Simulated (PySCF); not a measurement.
r2SCANh single point of singlet MnH₇ at its PBE0 minimum.

An equivalent PySCF input for this run (the driver started from the density of an earlier step):

```python
from pyscf import gto, scf, dft
mol = gto.M(atom='''
Mn    -0.014385     0.013749    -0.064840
H      0.803469     1.067908     0.779632
H      1.306615     0.310890    -0.869895
H      1.103820    -1.017211     0.377898
H      0.053295     0.961973     1.238807
H     -1.627382    -0.045351     0.359701
H     -1.248595    -0.740385     0.716107
H      0.405994    -1.247977     0.872107''',
    basis={'Mn': 'def2-TZVP', 'H': 'def2-TZVP'},
    charge=0, spin=0)
mf = dft.RKS(mol, xc='HYB_MGGA_XC_R2SCANH')
mf.grids.atom_grid = (90, 434)
aux = {'Mn': 'def2-universal-JKFIT', 'H': 'def2-universal-JKFIT'}
mf = mf.density_fit(auxbasis=aux)
mf.conv_tol = 1e-08
mf.diis_space = 10
mf.max_cycle = 60
mf.verbose = 4
mf.kernel()
```

Excerpt of the output:

```
init E= -1154.98922887196
  HOMO = -0.190298654154147  LUMO = -0.0707234009847797  gap/eV = 3.25381
cycle= 1 E= -1154.98976143622  delta_E= -0.000533  |g|= 0.00745  |ddm|= 0.0681
  HOMO = -0.192527794613921  LUMO = -0.0726386248262276  gap/eV = 3.26235
cycle= 2 E= -1154.9896534686  delta_E= 0.000108  |g|= 0.0293  |ddm|= 0.0211
  HOMO = -0.190807741205254  LUMO = -0.0714206214787154  gap/eV = 3.24869
cycle= 3 E= -1154.98977723948  delta_E= -0.000124  |g|= 0.00348  |ddm|= 0.0116
  HOMO = -0.190713183591487  LUMO = -0.0713043234249255  gap/eV = 3.24928
cycle= 4 E= -1154.98978046175  delta_E= -3.22e-06  |g|= 0.00131  |ddm|= 0.00443
  HOMO = -0.190585954882354  LUMO = -0.0712266608524432  gap/eV = 3.24793
cycle= 5 E= -1154.98978078979  delta_E= -3.28e-07  |g|= 0.000643  |ddm|= 0.00124
  HOMO = -0.190627465521376  LUMO = -0.071267421859293  gap/eV = 3.24795
cycle= 6 E= -1154.98978088908  delta_E= -9.93e-08  |g|= 0.000108  |ddm|= 0.000581
  HOMO = -0.190638102316383  LUMO = -0.0712747694451945  gap/eV = 3.24804
cycle= 7 E= -1154.98978089802  delta_E= -8.94e-09  |g|= 5.9e-05  |ddm|= 0.000233
  HOMO = -0.190615987367122  LUMO = -0.0712585958605088  gap/eV = 3.24788
Extra cycle  E= -1154.98978089121  delta_E= 6.81e-09  |g|= 0.00027  |ddm|= 0.000191
converged SCF energy = -1154.98978089121
```

Stability towards spin polarisation was not tested.

This run, together with those of the ionised and electron-attached species (not shown), took 29 s on 2 threads of a shared Arm Neoverse V2 host, with 87 basis functions; the process peaked at 1.4 GiB.
